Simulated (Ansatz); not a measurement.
Ansatz (a first-principles code) input (PBE0/def2-TZVPD):

Ansatz 0.2 input:
```yaml
crystal:
  periodic: [false, false, false]
  atoms:
    - {symbol: Fe, position_ang: [-0.00000000, -0.00000000, -0.56119034]}
    - {symbol: Cl, position_ang: [-0.00000000, -0.00000000, -2.70559071]}
    - {symbol: Br, position_ang: [0.00000000, 0.00000000, 1.73102831]}
basis:
  gaussian:
    orbitals: def2-TZVPD
hamiltonian:
  xc: {name: PBE0}
total_charge: -1
magnetization: {spin_polarized: true, initial_magnetization: 3}
```

Output:

```
Functional definition: PBE0
integrals: 0.13 GiB planned
1074 factors; integrals over basis functions are off by at most 1.1e-3 eV
mean field: 1.32 GiB planned
mean field evaluation 1: about -116943.1954 eV, gradient 1.2e1 eV
mean field evaluation 2: about -116942.5779 eV, gradient 2.5e1 eV
mean field evaluation 4: about -116943.9602 eV, gradient 1.9e0 eV
mean field evaluation 8: about -116944.0657 eV, gradient 3.8e-1 eV
mean field evaluation 16: about -116944.0676 eV, gradient 7.3e-4 eV
mean field evaluation 32: about -116943.3654 eV, gradient 6.5e0 eV
mean field -116944.06757558 eV, -4297.6152158666 hartree, gradient 2.4e-5 eV, S^2 3.824748; 2 other end points of the search recorded, 0 dependent functions left out
reference -116944.06761250 eV, -4297.6152172232 hartree; 41, 38 occupied and 110, 113 virtual orbitals, 1074 factors
Total energy: -116944.06761250 eV, -4297.6152172232 hartree
```

This state (charge -1, quartet) is run at the relaxed geometry of the species with charge 0 and multiplicity 5.
